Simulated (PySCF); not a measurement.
C₃H₅BF₂, SMILES FB1CC[C@@H]1F. Atoms are numbered in the order given.

```xyz
11

F      1.2019     1.3939     0.7626
B      0.6539     0.5245    -0.0801
C     -0.0842     0.7219    -1.4643
C     -1.0906    -0.2978    -0.8271
C     -0.0167    -0.8915     0.1531
F     -0.4398    -1.3159     1.3959
H     -0.4714     1.7213    -1.7395
H      0.4364     0.2842    -2.3394
H     -1.5773    -1.0217    -1.5118
H     -1.8770     0.2204    -0.2413
H      0.5109    -1.7257    -0.3644
```
Charge 0, spin multiplicity 1.

Coordinates come from a PBE-D3(BJ)/def2-SVP optimisation. The structure was generated by enumeration; whether it is a known compound was not checked.

Two levels are set side by side: PBE/pcSseg-1 (PySCF) and B3LYP/pcSseg-1 (PySCF). GIAO shifts against BF3 (¹¹B), CFCl3 (¹⁹F), TMS (¹H), TMS (¹³C) at the same level; non-relativistic, no solvent, atoms listed together averaged. Differences are taken from unrounded values.

```tsv
quantity	B3LYP
δ(¹⁹F) of F1 (ppm)	-45.4
δ(¹¹B) of B2 (ppm)	40.3
δ(¹³C) of C3 (ppm)	18.1
δ(¹³C) of C4 (ppm)	23.8
δ(¹³C) of C5 (ppm)	95.8
δ(¹⁹F) of F6 (ppm)	-228.0
δ(¹H) of H11 (ppm)	5.31
```

Q: What does PBE give, and how far is it from B3LYP? (An estimate is asked for; the answer gives what the named calculation found.)

A: 
```json
[
 {"quantity": "δ(¹⁹F) of F1 (ppm)", "PBE": "-52.2", "PBE minus B3LYP": "-6.8"},
 {"quantity": "δ(¹¹B) of B2 (ppm)", "PBE": "39.5", "PBE minus B3LYP": "-0.9"},
 {"quantity": "δ(¹³C) of C3 (ppm)", "PBE": "18.9", "PBE minus B3LYP": "0.8"},
 {"quantity": "δ(¹³C) of C4 (ppm)", "PBE": "24.0", "PBE minus B3LYP": "0.3"},
 {"quantity": "δ(¹³C) of C5 (ppm)", "PBE": "97.7", "PBE minus B3LYP": "1.9"},
 {"quantity": "δ(¹⁹F) of F6 (ppm)", "PBE": "-239.5", "PBE minus B3LYP": "-11.5"},
 {"quantity": "δ(¹H) of H11 (ppm)", "PBE": "5.49", "PBE minus B3LYP": "0.18"}
]
```

Rough cost on one machine, each run with all the roots and properties that it gave: B3LYP against PBE within a factor of 2.
